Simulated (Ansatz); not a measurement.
Input for Ansatz (a first-principles code): R-wB97X-V/def2-TZVPP on FH3SiSn (SMILES [F][Sn][SiH3]), a point of a torsion scan. Elements past Kr take the def2 small-core potentials; no spin–orbit coupling.

Ansatz 0.2 input:
```yaml
crystal:
  periodic: [false, false, false]
  atoms:
    - {symbol: F, position_ang: [2.63784951, 0.72887239, -0.20366251]}
    - {symbol: Sn, position_ang: [1.76660711, -1.08708854, 0.22197617]}
    - {symbol: Si, position_ang: [-0.64974926, -0.06672968, 0.04973703]}
    - {symbol: H, position_ang: [-1.14092600, 0.08725146, -1.34112981]}
    - {symbol: H, position_ang: [-0.82281746, 1.27846686, 0.63474114]}
    - {symbol: H, position_ang: [-1.75570407, -0.83374710, 0.67826317]}
basis:
  gaussian:
    orbitals: def2-TZVPP
hamiltonian:
  xc: {name: wB97X-V}
scf: {lower_state_search: off}
```

Output:

```
WARN ansatz: RAYON_NUM_THREADS=1 ignored (pool sized by the plan → 1); use --threads N
Functional definition: wB97X-V
these checks for a lower state are left out or cut short: stability, starts, cluster_reference, orbital_swaps, neighbouring_geometries, increment
integrals: 0.11 GiB planned
1056 factors; their error is unknown
integrals: 0.14 GiB planned
229 factors; integrals over basis functions are off by at most 1.4e-5 eV
mean field: 0.86 GiB planned
mean field evaluation 1: about -16470.5420 eV, gradient 4.2e1 eV
mean field evaluation 2: about -16465.9926 eV, gradient 7.4e1 eV
mean field evaluation 4: about -16473.9887 eV, gradient 1.4e0 eV
mean field evaluation 8: about -16474.0013 eV, gradient 4.4e-2 eV
mean field evaluation 16: about -16474.0662 eV, gradient 2.4e-4 eV
mean field -16474.06619589 eV, -605.4107661757 hartree, gradient 4.6e-6 eV, S^2 0.000000; 0 other end points of the search recorded, 0 dependent functions left out
reference -16474.06619371 eV, -605.4107660958 hartree; 24, 24 occupied and 141, 141 virtual orbitals, 1056 factors
Total energy: -16474.06619371 eV, -605.4107660958 hartree
Checks for a lower state left out: stability, starts, cluster_reference, orbital_swaps, neighbouring_geometries, increment
```

The run converged.

Cost: about 7 core-seconds (a rough figure).
